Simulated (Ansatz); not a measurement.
A nudged elastic band was laid between two geometries of BClFHN (5 atoms, charge -1, multiplicity 1).

These are results of Ansatz 0.2.0, RKS PBE-D4/def2-SVP, not measurements.

```json
{
 "movable images": "5",
 "climbing image": "yes",
 "spring": "5.0 eV/Å²",
 "optimiser": "quadratic models (default)",
 "start path": "through a guess of the saddle point",
 "force threshold": "0.05 eV/Å",
 "iteration limit": "60",
 "end points": "relaxed"
}
```

Initial state:

```xyz
5
Properties=species:S:1:pos:R:3
N -0.066 1.126 -0.068
B -0.080 -0.228 -0.027
F 0.882 -1.139 0.421
Cl -1.578 -1.213 -0.637
H 0.841 1.455 0.311
```

Final state:

```xyz
5
Properties=species:S:1:pos:R:3
N 0.612 0.967 0.229
B 0.167 -0.303 0.083
F 0.858 -1.453 0.422
Cl -1.540 -0.850 -0.634
H -0.097 1.639 -0.100
```

Problem. What changes between the two ends?

Solution. No bond is made or broken. The dihedral H5–N1–B2–Cl4 changes from 180 to 0° by way of a nearly straight angle H5–N1–B2 (up to 175°), not by a turn about the bond.

Problem. Give the energies along the band, and the barrier.

Solution. The run converged. The highest image is number 3 of 0 to 6, 0.53 eV above the first end and 0.59 eV above the last; the last end lies 0.06 eV below the first. A vibrational analysis at the climbing image gives one clearly imaginary mode, 716i cm⁻¹: a first-order saddle point. Limits of this set-up: an anion without diffuse functions, the dipole of an ion depends on the origin.

| image | path coordinate (Å) | energy (eV) | angle H5–N1–B2 (°) |
| --- | --- | --- | --- |
| 0 | 0.00 | 0.00 | 108 |
| 1 | 0.28 | 0.10 | 124 |
| 2 | 0.57 | 0.36 | 147 |
| 3 | 0.85 | 0.53 | 175 |
| 4 | 1.15 | 0.32 | 150 |
| 5 | 1.46 | 0.04 | 126 |
| 6 | 1.76 | -0.06 | 111 |

Problem. What is the geometry of the highest image?

Solution. 
```xyz
5
Properties=species:S:1:pos:R:3:forces:R:3
N 0.261 0.962 0.072 0.01 -0.01 -0.01
B 0.027 -0.323 0.054 -0.01 0.00 0.00
F 0.749 -1.406 0.570 0.00 0.00 0.00
Cl -1.561 -1.158 -0.749 0.00 0.00 0.00
H 0.525 1.925 0.053 -0.01 0.00 0.01
```

Problem. What are the harmonic wavenumbers there?

Solution. 716i, 216, 319, 348, 531, 553, 912, 1679, 3844 cm⁻¹.

Time of the run: 2.4 min on 1 thread of Arm Neoverse V1 (shared host), peak memory 0.11 GiB.
